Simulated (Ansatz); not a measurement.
Ideal-gas functions of ClI (`ClI`) at 400 K and 1 bar, from an Ansatz frequency run at PBE0-D4/def2-TZVP.

Molar mass 162.36 g/mol, point group C∞v (symmetry number 1), electronic degeneracy 1, moments of inertia 148.086 u Å². Harmonic wavenumbers (cm⁻¹, unscaled): 399.

Use S(trans) = R[1.5 ln M + 2.5 ln T − 1.1517]; rotational temperatures θ = 24.2544 K / I; S(rot) = R[ln(T/σθ) + 1]; for each mode x = 1.438777 ν̃/T, S = R[x/(eˣ − 1) − ln(1 − e⁻ˣ)] and H = RT x/(eˣ − 1); 1 cm⁻¹ = 0.0119627 kJ/mol; R = 8.31446 J/(mol·K).

Question: By hand: the entropy, in J/(mol·K).

Answer: Translation 178.4. Rotation: θ = 0.1638 K, giving 73.2. Vibration, mode by mode: 5.99, in all 6.0. Electronic 0.0. Sum 257.6 J/(mol·K).

Question: By hand: H − E and G − E in kJ/mol, counted from the electronic energy.

Answer: Zero-point energy ½ × 399 × 0.0119627 = 2.4; thermal vibration 1.5; translation, rotation and pV give 3.5 RT = 11.6. H − E = 15.5 kJ/mol, and G − E = 15.5 − 400 × 257.6/1000 = -87.5 kJ/mol.

Vibration gives 2 % of the entropy.
